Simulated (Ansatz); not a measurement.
Basis-set extrapolation for C2H4ClOSi (`C=C[Si](O)Cl`) radical (PBE0-D4/def2-TZVP geometry, frozen core, Ansatz). Multiplicity 2, UHF reference.

```
                      def2-TZVPP   def2-QZVPP
                 HF  -901.502647  -901.531835
    MP2 correlation    -0.837634    -0.906189
CCSD(T) correlation    -0.921375      not run
```

Energies in hartree. Use E(X) = E(∞) + A·exp(−7.88·√X) for Hartree–Fock and E(X) = E(∞) + B·X^(−2.97) for correlation, with X = 3 and 4, and add CCSD(T) minus MP2 of the smaller set to the MP2 limit.

What is the CCSD(T) energy at the basis-set limit?

HF limit: -901.531835 + (-0.029188) × 0.13774 = -901.53586. MP2 limit: -0.906189 + (-0.068555) × 0.74074 = -0.95697. Higher-order term: -0.921375 − (-0.837634) = -0.08374. Total: -902.57657 hartree, 400.5 kJ/mol below CCSD(T)/def2-TZVPP.
